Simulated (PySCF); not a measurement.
PySCF input (M06-2X/6-31G* (5d)):

```python
from pyscf import gto, dft

mol = gto.M(
    atom='''
    C    -2.69711375   -0.62612017   -0.37258293
    C    -1.49180628    0.04625767    0.27804976
    C    -0.20455478   -0.15681830   -0.51215750
    C     1.04059849    0.43026325    0.17351789
    C     2.29424883    0.41122585   -0.70711859
    O     1.26304928   -0.09504818    1.41588317
    H    -2.54706151   -1.70531446   -0.45393630
    H    -3.60584372   -0.46025681    0.20855354
    H    -2.87124053   -0.24043700   -1.38021641
    H    -1.34903774   -0.34055152    1.28920875
    H    -1.68329691    1.11969702    0.38282622
    H    -0.29723841    0.29200769   -1.50588836
    H    -0.02567887   -1.22578383   -0.66834118
    H     0.81297637    1.49348935    0.41594086
    H     3.13738382    0.84937537   -0.17419705
    H     2.12911395    0.96734942   -1.63115173
    H     2.54729416   -0.61803949   -0.96811555
    ''',
    basis='6-31g*',
    charge=0,
    spin=1,
    verbose=4,
)

mf = dft.UKS(mol, xc='m062x')
mf.grids.level = 4
mf.conv_tol = 1e-9
mf.max_cycle = 100
mf.max_memory = 1500
mf.kernel()
if not mf.converged:
    mf = mf.newton()
    mf.kernel(mf.make_rdm1())
mo, _, stable, _ = mf.stability(return_status=True)
if not stable:
    mf.kernel(mf.make_rdm1(mo, mf.mo_occ))
    stable = mf.stability(return_status=True)[2]
mf.dip_moment()
```

From the output:

```
  HOMO = -0.321842466646  LUMO = -0.0613972302591  gap/eV = 7.08708
cycle= 14 E= -272.167839540661  delta_E= -5.38e-06  |g|= 0.000398  |ddm|= 0.00971
  alpha nocc = 25  HOMO = -0.341835462840883  LUMO = 0.133699263263214
  beta  nocc = 24  HOMO = -0.32169759683876  LUMO = -0.0614579166446338
  HOMO = -0.321697596839  LUMO = -0.0614579166446  gap/eV = 7.08148
cycle= 15 E= -272.16784765557  delta_E= -8.11e-06  |g|= 0.000265  |ddm|= 0.0261
  alpha nocc = 25  HOMO = -0.341882001715671  LUMO = 0.133676729116258
  beta  nocc = 24  HOMO = -0.321446163524388  LUMO = -0.061788164137131
  HOMO = -0.321446163524  LUMO = -0.0617881641371  gap/eV = 7.06565
cycle= 16 E= -272.167848436041  delta_E= -7.8e-07  |g|= 6.15e-05  |ddm|= 0.00808
  alpha nocc = 25  HOMO = -0.341868622274346  LUMO = 0.133682825777625
  beta  nocc = 24  HOMO = -0.321406605782429  LUMO = -0.0618017963122997
  HOMO = -0.321406605782  LUMO = -0.0618017963123  gap/eV = 7.06421
cycle= 17 E= -272.167848490819  delta_E= -5.48e-08  |g|= 1.95e-05  |ddm|= 0.0025
  alpha nocc = 25  HOMO = -0.341871911213571  LUMO = 0.13368188465398
  beta  nocc = 24  HOMO = -0.321393293834939  LUMO = -0.0618183434635675
  HOMO = -0.321393293835  LUMO = -0.0618183434636  gap/eV = 7.06339
cycle= 18 E= -272.167848491896  delta_E= -1.08e-09  |g|= 7.06e-06  |ddm|= 0.000321
  alpha nocc = 25  HOMO = -0.34187145386073  LUMO = 0.133681607766571
  beta  nocc = 24  HOMO = -0.321398781676759  LUMO = -0.0618121395672397
  HOMO = -0.321398781677  LUMO = -0.0618121395672  gap/eV = 7.06371
cycle= 19 E= -272.167848491936  delta_E= -3.99e-11  |g|= 3.43e-06  |ddm|= 3.21e-05
  alpha nocc = 25  HOMO = -0.341871086553295  LUMO = 0.133681859063756
  beta  nocc = 24  HOMO = -0.321396718632189  LUMO = -0.0618135104994444
  HOMO = -0.321396718632  LUMO = -0.0618135104994  gap/eV = 7.06362
Extra cycle  E= -272.167848491954  delta_E= -1.8e-11  |g|= 2.58e-06  |ddm|= 6.69e-06
converged SCF energy = -272.167848491954  <S^2> = 0.75334691  2S+1 = 2.0033441
uhf_internal: lowest eigs of H = [0.01605362 0.29061666 0.40384369]
<class 'pyscf.dft.uks.UKS'> wavefunction is stable in the internal stability analysis
Dipole moment(X, Y, Z, Debye): -0.37308,  0.73654, -1.61980
```

The geometry given is a B3LYP-D3(BJ)/def2-TZVP minimum.
